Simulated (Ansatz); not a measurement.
Ansatz (a quantum-chemistry and plane-wave program) input (CCSD(T)/cc-pVTZ):

Ansatz 0.2 input:
```yaml
crystal:
  periodic: [false, false, false]
  atoms:
    - {symbol: C, position_ang: [2.47018666, 0.45533333, 0.02451573]}
    - {symbol: C, position_ang: [1.36594887, -0.45705009, 0.58493225]}
    - {symbol: C, position_ang: [0.05813066, 0.24627431, 0.71957847]}
    - {symbol: C, position_ang: [-1.07020836, 0.05161598, -0.07262310]}
    - {symbol: C, position_ang: [-1.05691083, -0.98473684, -1.17427432]}
    - {symbol: C, position_ang: [-2.21442066, 0.79625672, 0.13307489]}
    - {symbol: H, position_ang: [3.42456902, -0.07281054, -0.02681124]}
    - {symbol: H, position_ang: [2.60460838, 1.33662474, 0.65466521]}
    - {symbol: H, position_ang: [2.21494388, 0.80073440, -0.97875778]}
    - {symbol: H, position_ang: [1.68492730, -0.81999647, 1.56879939]}
    - {symbol: H, position_ang: [1.26868556, -1.33737250, -0.05217027]}
    - {symbol: H, position_ang: [0.00015570, 1.01364897, 1.48616416]}
    - {symbol: H, position_ang: [-0.90759067, -1.98946834, -0.77307924]}
    - {symbol: H, position_ang: [-0.25190149, -0.79830659, -1.88802187]}
    - {symbol: H, position_ang: [-1.99840560, -0.97961731, -1.72165785]}
    - {symbol: H, position_ang: [-2.25876602, 1.54406849, 0.91414705]}
    - {symbol: H, position_ang: [-3.09758417, 0.65633490, -0.47450131]}
basis:
  gaussian:
    orbitals: cc-pVTZ
magnetization: {spin_polarized: true, initial_magnetization: 1}
correlation: {method: ccsd_t, electrons: outside_noble_gas}
```

End of the output:

```
integrals: 6.16 GiB planned
1878 factors; integrals over basis functions are off by at most 9.9e-4 eV
1.90 GiB of device memory are held for the factors and their scratch space
mean field: 2.01 GiB planned
mean field evaluation 1: about -6353.0972 eV, gradient 2.8e1 eV
mean field evaluation 2: about -6353.0980 eV, gradient 2.8e1 eV
mean field evaluation 4: about -6357.8597 eV, gradient 3.8e0 eV
mean field evaluation 8: about -6358.1215 eV, gradient 1.6e-1 eV
mean field evaluation 16: about -6357.8627 eV, gradient 3.8e0 eV
mean field -6358.12123616 eV, -233.6566457394 hartree, gradient 3.5e-6 eV, S^2 0.950357; 0 other end points of the search recorded, 0 dependent functions left out
6 core orbitals not correlated
reference -6358.12123616 eV, -233.6566457394 hartree; 18, 17 occupied and 310, 311 virtual orbitals, 1878 factors
second order -26.76164552 eV of doubles, -0.00000000 eV of singles
coupled cluster: 48.84 GiB planned
cycle   1  -27.80321659 eV  change    -1.0e0 eV  update   1.1e-1
cycle   2  -28.54360041 eV  change   -7.4e-1 eV  update   4.1e-2
cycle   3  -28.71927045 eV  change   -1.8e-1 eV  update   2.7e-2
cycle   4  -28.72563996 eV  change   -6.4e-3 eV  update   1.4e-2
cycle   5  -28.72959187 eV  change   -4.0e-3 eV  update   5.0e-3
cycle   6  -28.73129792 eV  change   -1.7e-3 eV  update   1.6e-3
cycle   7  -28.73115923 eV  change    1.4e-4 eV  update   4.9e-4
cycle   8  -28.73130000 eV  change   -1.4e-4 eV  update   2.3e-4
cycle   9  -28.73133383 eV  change   -3.4e-5 eV  update   1.1e-4
cycle  10  -28.73126224 eV  change    7.2e-5 eV  update   6.4e-5
cycle  11  -28.73131872 eV  change   -5.6e-5 eV  update   4.0e-5
cycle  12  -28.73131734 eV  change    1.4e-6 eV  update   1.9e-5
coupled cluster: 48.84 GiB planned
perturbative correction -1.20714033 eV, -0.0443615889 hartree
Total energy: -6388.05969383 eV, -234.7568637659 hartree
```

It need not be the lowest isomer of its formula.

The determinant is spin-contaminated: <S^2> is 0.95 against 0.75 for a pure state.
